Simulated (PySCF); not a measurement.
**EPR parameters of C5H4F3O2**

Species: C₅H₄F₃O₂ (doublet state).
Cartesian coordinates in Å at the GFN2-xTB level; atoms count from 1:
```xyz
14
C5H4F3O2 angstrom
O      1.178   -1.920    0.852
C      1.045   -0.808    0.348
C     -0.183   -0.179    0.081
C     -1.623   -0.523    0.254
C     -1.824    0.870   -0.363
O     -0.400    1.036   -0.460
C      2.279    0.041   -0.055
F      2.280    0.314   -1.371
F      3.425   -0.571    0.224
F      2.293    1.225    0.581
H     -1.951   -0.649    1.284
H     -1.972   -1.367   -0.338
H     -2.288    0.902   -1.349
H     -2.260    1.629    0.288
```

The hyperfine couplings belong to this conformer and change with its torsions.

As a line formula: `O=C([C]1CCO1)C(F)(F)F` [radical].

Method used: PySCF 2.14.0, UKS B3LYP, pcH-1 on C F H O, non-relativistic, mean-field spin-orbit, GIAO. Geometry: GFN2-xTB, one conformer, isolated molecule. Couplings are sensitive to structure, and on GFN2-xTB geometries they can be far from those on DFT ones. Stability of the SCF solution: not tested.

* g1, g2, g3: 2.00205, 2.00587, 2.00744
* g_iso: 2.00512
* Form of g: rhombic: the two nearest values differ by 29 % of g3 − g1
* ⟨S²⟩: 0.7600 (exact 0.7500)
* α and β electrons: 39, 38
* Total energy: -642.86896 Eh

Hyperfine couplings atom by atom, in mT; T1 to T3 are the principal values of the dipolar part; ρ(0) is the spin density at the nucleus (MHz turned into mT with g_iso):

```json
{"atom": "O1", "isotope": "17O", "a_iso": "-0.88", "T1": "-4.01", "T2": "1.99", "T3": "2.02", "Mulliken spin population": "0.35", "ρ(0) (bohr⁻³)": "0.0409"}
{"atom": "C2", "isotope": "13C", "a_iso": "-1.06", "T1": "-0.16", "T2": "0.07", "T3": "0.09", "Mulliken spin population": "-0.01", "ρ(0) (bohr⁻³)": "-0.0265"}
{"atom": "C3", "isotope": "13C", "a_iso": "1.43", "T1": "-1.64", "T2": "-1.60", "T3": "3.24", "Mulliken spin population": "0.50", "ρ(0) (bohr⁻³)": "0.0357"}
{"atom": "C4", "isotope": "13C", "a_iso": "-0.61", "T1": "-0.05", "T2": "0.01", "T3": "0.04", "Mulliken spin population": "-0.04", "ρ(0) (bohr⁻³)": "-0.0153"}
{"atom": "C5", "isotope": "13C", "a_iso": "-0.12", "T1": "-0.04", "T2": "-0.03", "T3": "0.07", "Mulliken spin population": "-0.01", "ρ(0) (bohr⁻³)": "-0.0031"}
{"atom": "O6", "isotope": "17O", "a_iso": "-0.75", "T1": "-2.47", "T2": "1.20", "T3": "1.27", "Mulliken spin population": "0.16", "ρ(0) (bohr⁻³)": "0.0349"}
{"atom": "C7", "isotope": "13C", "a_iso": "-0.25", "T1": "-0.02", "T2": "-0.02", "T3": "0.03", "Mulliken spin population": "-0.01", "ρ(0) (bohr⁻³)": "-0.0062"}
{"atom": "F8", "isotope": "19F", "a_iso": "0.57", "T1": "-0.30", "T2": "-0.26", "T3": "0.56", "Mulliken spin population": "0.00", "ρ(0) (bohr⁻³)": "0.0038"}
{"atom": "F9", "isotope": "19F", "a_iso": "-0.07", "T1": "-0.10", "T2": "0.02", "T3": "0.08", "Mulliken spin population": "0.00", "ρ(0) (bohr⁻³)": "-0.0005"}
{"atom": "F10", "isotope": "19F", "a_iso": "0.54", "T1": "-0.30", "T2": "-0.25", "T3": "0.55", "Mulliken spin population": "0.00", "ρ(0) (bohr⁻³)": "0.0036"}
{"atom": "H11", "isotope": "1H", "a_iso": "1.88", "T1": "-0.12", "T2": "-0.08", "T3": "0.20", "Mulliken spin population": "0.02", "ρ(0) (bohr⁻³)": "0.0118"}
{"atom": "H12", "isotope": "1H", "a_iso": "1.90", "T1": "-0.12", "T2": "-0.08", "T3": "0.21", "Mulliken spin population": "0.02", "ρ(0) (bohr⁻³)": "0.0119"}
{"atom": "H13", "isotope": "1H", "a_iso": "0.43", "T1": "-0.10", "T2": "-0.08", "T3": "0.18", "Mulliken spin population": "0.01", "ρ(0) (bohr⁻³)": "0.0027"}
{"atom": "H14", "isotope": "1H", "a_iso": "0.44", "T1": "-0.10", "T2": "-0.08", "T3": "0.18", "Mulliken spin population": "0.01", "ρ(0) (bohr⁻³)": "0.0028"}
```

The largest Mulliken spin populations are on C3 (+0.50), O1 (+0.35) and O6 (+0.16). Three atoms exceed +0.15. The angles at C3 add up to 360.0°, so it is planar.

The SMILES `O=C([C]1CCO1)C(F)(F)F` draws the unpaired electron on C3, whose computed spin population is only +0.50.

Under fast tumbling the dipolar parts average out, and these isotropic splittings remain: 2 × 1H (H11/H12, I = 1/2, 3 lines) with 1.89 mT, 2 × 1H (H13/H14, I = 1/2, 3 lines) with 0.43 mT and 3 × 19F (F8/F9/F10, I = 1/2, 4 lines) with 0.35 mT.

Nuclei that the bonding pattern makes equivalent are averaged, as if the motion that swaps them (rotation, inversion, ring flip) were fast. The three 19F nuclei of mean +9.8 MHz run from -1.9 to 16.1 MHz in the frozen geometry.

The 13C coupling of C3 (40.2 MHz) shows only in satellite lines or after enrichment, since that isotope makes up about 1.07 % of natural carbon.

The 17O coupling of O1 (-24.8 MHz) shows only in satellite lines or after enrichment, since that isotope makes up about 0.038 % of natural oxygen.
